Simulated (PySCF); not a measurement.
AlH, SMILES [AlH] (connectivity only; charge and spin as stated), neutral, multiplicity 1. Coordinates come from a PBE-D3(BJ)/def2-TZVPD optimisation.

The numbers are results of PBE-D3(BJ)/def2-TZVPD in PySCF 2.14.0, not measurements.

Harmonic wavenumbers (cm⁻¹): 1585. Rotational constants (GHz): 184.2 (linear); symmetry number 1.

Problem. Work out the zero-point energy and the ideal-gas rigid-rotor harmonic-oscillator thermochemistry at 298.15 K and 1 atm.

Solution. ZPE = ½ Σ hcν = ½ × 1585 cm⁻¹ = 9.48 kJ/mol. H − E(el) = 18.16 kJ/mol. Entropy in J/(mol K): translation 150.30, rotation 37.57, vibration 0.03, total 187.90. G − E(el) = -37.86 kJ/mol. Cp = 29.33 J/(mol K).
